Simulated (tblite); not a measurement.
Species: C6H2F3O2S (charge -1).
SMILES: `FC(F)(c1ccsc1C([O-])=O)F`

Method: GFN2-xTB as coded in tblite; computed harmonic values from a numerical Hessian at the method's own geometry, unscaled. Against measured fundamentals such values can be off by several per cent, at times by over 20.

Harmonic wavenumbers (cm⁻¹): 28.2, 64.1, 73.6, 116.6, 148.3, 162.9, 275.9, 324.2, 332.5, 397.7, 416.5, 475.9, 482.0, 527.1, 613.9, 636.2, 661.8, 727.5, 730.9, 749.7, 817.6, 826.1, 895.7, 1002.5, 1012.6, 1037.5, 1078.1, 1132.5, 1218.7, 1264.6, 1372.4, 1466.1, 1549.5, 1801.6, 3097.8, 3147.6.

A = 1218, B = 747.6, C = 504.1 MHz; mass 194.973 u (most abundant isotopes); point group Cs, symmetry number 1.

What is the zero-point energy?

½Σν̃ = 15333 cm⁻¹ = 183.43 kJ/mol.

Give the ideal-gas entropy at 500 K and 1 bar in the rigid-rotor, harmonic-oscillator model (classical rotation).

Translation 185.36, rotation 135.85, vibration 226.71: S = 547.9 J/(mol K).

And Cp and H(500 K) − H(0)?

Cp = 228.90 J/(mol K), of which vibrations give 195.64 (their classical limit is 36 R = 299.3); H(500 K) − H(0) = 71.85 kJ/mol without the zero-point energy, 55.22 from vibrations.

Which modes carry the vibrational entropy at 500 K?

28.2 cm⁻¹: 29.20; 64.1 cm⁻¹: 22.38; 73.6 cm⁻¹: 21.24; 116.6 cm⁻¹: 17.43; 148.3 cm⁻¹: 15.46; 162.9 cm⁻¹: 14.69 J/(mol K); the other 30 give 106.32 together.

What must be added to the electronic energy to get the Gibbs energy at 500 K and 1 bar?

ZPE + [H(500 K) − H(0)] − T·S = 183.43 + 71.85 − 273.96 = -18.68 kJ/mol.

Blend soft modes into free rotors: weight 1/[1 + (100 cm⁻¹/ν̃)⁴] for the oscillator and the rest for a rotor with moment μB/(μ + B), μ = h/(8π²ν), B = 10⁻⁴⁴ kg m². What vibrational entropy results?

204.66 J/(mol K) in place of 226.71, which changes −T·S at 500 K by +11.03 kJ/mol.

How do the functions run with temperature in this model?

| T (K) | S (J/(mol K)) | Cp (J/(mol K)) | H − H(0) (kJ/mol) | G − H(0) (kJ/mol) | ln q(vib) |
| --- | --- | --- | --- | --- | --- |
| 100 | 314.5 | 83.5 | 5.92 | -25.53 | 2.51 |
| 200 | 386.0 | 128.1 | 16.49 | -60.71 | 5.54 |
| 300 | 446.0 | 169.8 | 31.44 | -102.36 | 8.45 |
| 800 | 666.6 | 273.5 | 148.10 | -385.16 | 21.39 |
| 1000 | 729.4 | 289.2 | 204.48 | -524.93 | 25.73 |

q(vib) and H(0) count from the zero-point level.

Hindered rotation and anharmonicity are outside this model.

The values belong to the conformer `[O:1]=[C:2]([O-:3])[c:4]1[s:5][cH:6][cH:7][c:8]1[C:9]([F:10])([F:11])[F:12]`: O1–C2–C4–S5 0°, C7–C8–C9–F10 0°.
